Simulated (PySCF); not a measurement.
H₂BCl₂N, SMILES NB(Cl)Cl (B3LYP/def2-SVP optimised geometry):

```
6

B     -0.520     0.000     0.000
Cl    -1.414    -1.535     0.000
Cl    -1.413     1.535     0.000
N      0.870     0.000     0.000
H      1.414     0.854     0.000
H      1.414    -0.855     0.000
```

Method: B3LYP/def2-TZVP in PySCF 2.14.0.

Problem. What are the frontier orbital energies and the dipole moment?

Solution. HOMO-2 -8.91 eV, HOMO-1 -8.53 eV, HOMO -8.31 eV, LUMO -0.08 eV, LUMO+1 0.35 eV; dipole moment 2.83 D.

Meta-Löwdin charges at B3LYP/def2-TZVP: B1 0.16, Cl2 -0.11, Cl3 -0.11, N4 -0.45, H5 0.26, H6 0.26.
